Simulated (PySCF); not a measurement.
## Correlation energy of In (indium, neutral)

[Kr] 4d10 5s2 5p1, 2P determinant. All numbers are calculated (PySCF 2.14, no relativity, point nucleus, in dyall-av2z). Frozen: [Kr] 4d10; 3 electrons correlated; the 62 highest virtual orbitals of each spin left out.

```
  level  correlation energy (mhartree)
   CCSD                         -40.91
    (T)                          -0.62
CCSD(T)                         -41.53
```

Diagnostics: T1 = 0.015, D1 = 0.0354, largest double amplitude 0.062.

A non-relativistic calculation at this Z misses sizeable relativistic shifts.

Cost of the coupled-cluster step: of the order of 2.8 core-seconds, for 3 correlated electrons.
